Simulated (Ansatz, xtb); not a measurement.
C4H4BrF: 10 structures ranked

10 gas-phase structures of C4H4BrF, from a drawn sample of its isomers (lower ones may exist). Each was relaxed with GFN2-xTB; where two conformers were screened, the lower at r2SCAN-D4/def2-SVP is listed:

A. `CC1=C[C@]1(F)Br`, a singlet
B. `C#CC[C@H](F)Br`, a singlet
C. `FC1=C(Br)CC1`, a singlet
D. `FCC1=C(Br)C1`, a singlet
E. `C=C/C(F)=C/Br`, a singlet
F. `C#C[C@H](Br)CF`, a singlet
G. `FCC#CCBr`, a singlet
H. `CC1=C(F)[C@@H]1Br`, a singlet
I. `C[C@]1(F)C=C1Br`, a singlet
J. `F[C@]1(Br)C=CC1`, a singlet

Problem. Which do you expect lowest at r2SCAN-D4/def2-SVP, and how would the others follow?

Solution. Calculated order at r2SCAN-D4/def2-SVP: E (0.0), C (24.5), J (38.2), A (87.3), B (89.4), G (100.8), I (103.0), F (106.5), H (110.3), D (149.4) kJ/mol. Less than 1 kcal/mol parts A and B; G and I; I and F; F and H, so the order within those pairs means little.

Energies above the lowest of each column, in kJ/mol; the last columns are at B3LYP-D3(BJ)/def2-SVP geometries and were run for some of them only (a dash: not run or not comparable):

```tsv
structure	GFN2-xTB	HF/STO-3G	r2SCAN-D4/def2-SVP	B3LYP-D3(BJ)/def2-SVP	CCSD(T)/def2-SVP + ΔMP2/def2-TZVPP
E	27.5	83.2	0.0	0.0	0.0
C	0.0	0.0	24.5	34.1	29.3
J	22.8	43.5	38.2	45.4	36.2
A	94.1	144.8	87.3	–	–
B	67.4	113.7	89.4	–	–
G	52.2	114.5	100.8	–	–
I	106.8	153.1	103.0	–	–
F	70.4	135.9	106.5	–	–
H	109.6	156.9	110.3	–	–
D	125.3	184.1	149.4	–	–
```

CCSD(T)/def2-SVP + ΔMP2/def2-TZVPP puts E lowest of those it was run on; GFN2-xTB picks C, HF/STO-3G picks C. Some further structures that were screened fall inside this span and aren't listed. Flexible structures stand in one conformer each, not always the lowest. Frequencies (GFN2-xTB) were run for C, E, J alone. ΔMP2 is the change of the MP2 energy from the smaller to the larger basis.

Over these structures GFN2-xTB departs from r2SCAN-D4/def2-SVP by 18.1 kJ/mol on average once a common shift is removed. A GFN2-xTB relaxation took about 0.12 s and the r2SCAN-D4/def2-SVP energy about 2 s on a shared host (Ansatz 0.2.0, xtb 6.7.1).
